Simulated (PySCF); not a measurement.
Fill in the blanks.

Acrolein dimethyl acetal, C5H10O2.
InChI=1S/C5H10O2/c1-4-5(6-2)7-3/h4-5H,1H2,2-3H3

Conformer (atom-mapped SMILES and torsion angles): `[CH2:1]=[CH:2][CH:3]([O:4][CH3:5])[O:6][CH3:7]`: C1–C2–C3–O4 107°, C2–C3–O4–C5 -73°, C2–C3–O6–C7 175°.

```csv
property,level,value
point group of the GFN2-xTB geometry,GFN2-xTB,C1
"rotational constants A, B, C of the GFN2-xTB geometry",GFN2-xTB,"3.352, 2.152, 1.436 GHz"
dipole moment,PBE0/def2-SVPD,?
HOMO energy,PBE0/def2-SVPD,-7.64 eV
LUMO energy,PBE0/def2-SVPD,?
lowest singlet excitation,TDDFT PBE0/def2-SVPD,"6.27 eV (198 nm, f = 0.011)"
strongest line among the 6 lowest singlet transitions,TDDFT PBE0/def2-SVPD,?
lowest triplet excitation (Tamm–Dancoff),TDA PBE0/def2-SVPD,4.50 eV
static isotropic polarisability,PBE0/def2-SVPD,72.1 au
electronic spatial extent ⟨r²⟩ about the centre of nuclear charge,PBE0/def2-SVPD,885 bohr²
13C chemical shifts (computed TMS as zero) by class,GIAO PBE0/pcSseg-1,?
1H chemical shifts (computed TMS as zero) by class,GIAO PBE0/pcSseg-1,?
"isotropic shieldings of nuclei other than C and H, by class",GIAO PBE0/pcSseg-1,?
```

The electronic properties come from PySCF, for the isolated species, density fitting. NMR classes are plain means over equivalent atoms (diastereotopic ones count apart unless rotation or inversion swaps them), as if these changed places fast; in this geometry the members of some classes differ.

(1) The 1H chemical shifts (computed TMS as zero) by class?

(2) The 13C chemical shifts (computed TMS as zero) by class?

(3) The LUMO energy?

(4) What are the isotropic shieldings of nuclei other than C and H, by class?

(5) Give the dipole moment.

(6) What is the strongest line among the 6 lowest singlet transitions?

## Answers

(1) 5.94 (1 H), 5.57 (1 H), 5.37 (1 H), 4.30 (1 H), 3.49 (6 H) ppm.

(2) 144.5 (1 C), 124.2 (1 C), 113.9 (1 C), 56.0 (2 C) ppm.

(3) -0.04 eV.

(4) 269 (2 O) ppm.

(5) 1.76 D.

(6) S5 at 7.68 eV (161 nm, f = 0.177).

The dipole matches unit charges of opposite sign 0.37 Å apart (1 e·Å = 4.8032 D). With B = h/(8π²I), that is 505.379 GHz u Å² over I, the principal moments of inertia are 150.8, 234.8 and 351.8 u Å² (most abundant isotopes). No computed singlet falls in the visible range (750 to 380 nm, 1.65 to 3.26 eV); S1 lies 3.01 eV above its blue end.

One conformer stands for the species.
